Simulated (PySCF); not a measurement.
Simulated outer-valence photoelectron spectrum of `Brc1cn[nH]n1`. Method used: EOM-IP-CCSD/aug-cc-pVDZ in PySCF, restricted Hartree–Fock reference, frozen core, non-relativistic, gas phase, PBE0-D3(BJ)/def2-SVP geometry.

Each root has a Gaussian of 0.4 eV full width with its one-hole share as area; cross sections and vibrations are left out, and the highest printed point is 100.

ionisation energy (eV), intensity and a bar:
```
      9.2          2 #
      9.4         21 ######
      9.6         53 ################
      9.8         32 ##########
     10.0          5 #
     10.2          0 
     10.4          1 
     10.6         15 #####
     10.8         77 #######################
     11.0        100 ##############################
     11.2         49 ###############
     11.4         53 ################
     11.6         37 ###########
     11.8          7 ##
     12.0         13 ####
     12.2         68 ####################
     12.4        100 ##############################
     12.6         40 ############
     12.8          4 #
     13.0          0 
     13.2          0 
     13.4          0 
     13.6          0 
     13.8          0 
     14.0          0 
     14.2          0 
     14.4          2 #
     14.6         22 #######
     14.8         53 ################
     15.0         31 #########
     15.2          5 #
     15.4          1 
     15.6          9 ###
     15.8         41 ############
     16.0         48 ##############
     16.2         14 ####
     16.4          1
```

**Question.** Where are the maxima, and how many lines lie under the curve?

**Answer.** 6 maxima, at 9.6, 10.9, 11.4, 12.4, 14.8 and 15.9 eV, from 8 lines. At this width some lines have no maximum of their own.

**Question.** List the lines with their holes.

**Answer.** 
| E (eV) | leading hole (HF orbital) | area | Koopmans (eV) |
| --- | --- | --- | --- |
| 9.63 | HOMO | 0.96 | 10.04 |
| 10.92 | HOMO-2 | 0.96 | 11.75 |
| 10.96 | HOMO-1 | 0.94 | 11.35 |
| 11.45 | HOMO-4 | 0.94 | 13.54 |
| 12.32 | HOMO-3 | 0.94 | 13.13 |
| 12.40 | HOMO-5 | 0.94 | 14.21 |
| 14.83 | HOMO-6 | 0.95 | 16.04 |
| 15.92 | HOMO-7 | 0.95 | 17.50 |

The widest gap, 2.43 eV, lies between 12.40 and 14.83 eV. Only orbitals with −ε under 21 eV, eight at most, were ionised, so the high end of the curve may lack lines.
